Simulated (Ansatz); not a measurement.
## [InH4]− (SMILES [H][In-]([H])([H])[H]): methods side by side

The species is [InH4]− (5 atoms), meant as a singlet with charge -1. SMILES: `[H][In-]([H])([H])[H]`. Geometry: a GFN2-xTB relaxation, a rough one for these elements and not checked as a minimum.

```xyz
5

In    0.0000    0.0000    0.0000
H     0.5606   -0.0313    1.2846
H     1.4005   -0.0174    0.0626
H    -0.9720    0.7656   -0.6592
H    -0.9891   -0.7169   -0.6880
```

Each level gives the energy change with the In1–H5 bond stretched from 1.402 to 2.103 Å (eV). The values are calculated.

```csv
level,kind,program,value (eV),less FCI/STO-3G,CPU time (all runs)
HF/STO-3G (restricted),Hartree–Fock,Ansatz,0.11,+0.22,0.96 s
SVWN5/STO-3G (restricted),LDA,Ansatz,0.65,+0.76,2.3 s
BLYP/STO-3G (restricted),GGA,Ansatz,0.27,+0.38,3.5 s
PBE0/STO-3G (restricted),global hybrid,Ansatz,0.34,+0.45,3.2 s
CAM-B3LYP/STO-3G (restricted),range-separated hybrid,Ansatz,0.44,+0.55,4 s
wB97M-V/STO-3G (restricted),range-separated hybrid,Ansatz,0.38,+0.49,36 s
RPA@PBE/STO-3G (restricted),RPA,Ansatz,-0.12,-0.01,4.6 s
CCSDT(Q)/STO-3G (restricted),coupled cluster or CI,Ansatz,-0.11,0.00,1.4 s
CCSDTQ/STO-3G (restricted),coupled cluster or CI,Ansatz,-0.11,0.00,13 s
FCI/STO-3G,exact in the basis,Ansatz,-0.11,0.00,4.1 s
```

FCI/STO-3G is exact within its basis and frozen core, so for wave-function methods in that basis the difference is their error; functionals converge differently with the basis, so for them it is only a difference. All-electron rows without a relativistic Hamiltonian named are non-relativistic. Sets without diffuse functions describe the anion poorly. The first shape isn't each level's own minimum. The values span -0.12 to 0.65 eV. All rows use very small basis sets, so none should be taken for the real molecule's value. In the correlated wave-function rows the outer d shell of In is correlated, in sets not made for it. In so small a basis fixed costs decide the times, and correlated methods can beat functionals. CPU times are rough (shared hosts, several kinds of processor and program).
